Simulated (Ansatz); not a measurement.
Basis-set series for BBr2HO, SMILES `OB(Br)Br`. Charge 0, multiplicity 1. All single points use the PBE0-D4/def2-TZVP geometry. It is one conformer, not always the lowest.

```tsv
functional	basis	functions	energy (Eh)	HOMO (eV)	LUMO (eV)
PBE0-D4	def2-SVP	97	-5247.71556	-8.18	-0.48
PBE0-D4	def2-QZVPP	322	-5248.56529	-8.36	-0.77
ωB97M-V	def2-SVP	97	-5248.10579	-10.36	1.67
ωB97M-V	def2-QZVPP	322	-5248.95044	-10.56	1.32
```

(1) Give the rows for def2-TZVPP. (An estimate is asked.)

## Answers

(1) Computed: 
| functional | basis | functions | energy (Eh) | HOMO (eV) | LUMO (eV) |
| --- | --- | --- | --- | --- | --- |
| PBE0-D4 | def2-TZVPP | 172 | -5248.45473 | -8.34 | -0.72 |
| ωB97M-V | def2-TZVPP | 172 | -5248.84420 | -10.54 | 1.38 |

Positive LUMOs are unbound and depend on the basis. Scalar relativity is left out up to krypton.
